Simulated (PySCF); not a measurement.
H₃O₃Si, SMILES `[Si](O)(O)O` (charge 0, multiplicity 2)

Method: PBE-D3(BJ)/def2-TZVP // PBE0-D3(BJ)/def2-TZVP run with PySCF.

```
Property                                               Value
-----------------------------  -----------------------------
highest occupied spin orbital                       -4.66 eV
dipole moment                                         1.04 D
total energy                                    -516.8003 Ha
cost                           very roughly 2.3 core-minutes
```

```xyz
7

O     -0.6575     1.3145    -0.2846
Si    -0.0592     0.0180     0.5381
O      1.4776    -0.1941    -0.0009
O     -0.8475    -1.3866     0.2423
H     -1.5042     1.6604     0.0036
H      1.9857     0.6020    -0.1701
H     -0.3950    -2.0141    -0.3283
```
Charge 0, spin multiplicity 2.
